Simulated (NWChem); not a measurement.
C$_{4}$H$_{6}$; SMILES C=C=CC

```xyz
10

C      0.2142    -1.9448     0.0000
C     -0.1711    -0.6940     0.0000
C     -0.5544     0.5596     0.0000
C      0.3602     1.7486     0.0000
H      0.3810    -2.4900     0.9357
H      0.3810    -2.4900    -0.9357
H     -1.6352     0.7580     0.0000
H      0.1818     2.3805    -0.8856
H      0.1818     2.3805     0.8856
H      1.4159     1.4449     0.0000
```
Atoms are numbered in this order, from 1.

Program: NWChem. Medium grid unless said otherwise, to which SCAN and Minnesota functionals are sensitive. All runs use the structure optimised with PBE0/def2-SVP. B3LYP is NWChem's, with the RPA form of VWN correlation. Total energies of different functionals are on different scales.

```csv
level,energy (Ha),highest occupied level (eV),orbital gap (eV),dipole (D)
PBE/def2-SVP,-155.6418,-5.93,5.47,0.46
B3LYP/def2-SVP,-155.8635,-6.88,7.23,0.44
BLYP/def2-SVP,-155.7743,-5.76,5.46,0.45
CAM-B3LYP/def2-SVP,-155.7592,-8.43,10.19,0.43
PW6B95/def2-SVP,-156.0580,-7.22,7.85,0.43
r2SCAN/def2-SVP,-155.7541,?,?,0.47
```

What belongs in the gaps?


- r2SCAN/def2-SVP, highest occupied level (eV): -6.18
- r2SCAN/def2-SVP, orbital gap (eV): 5.92
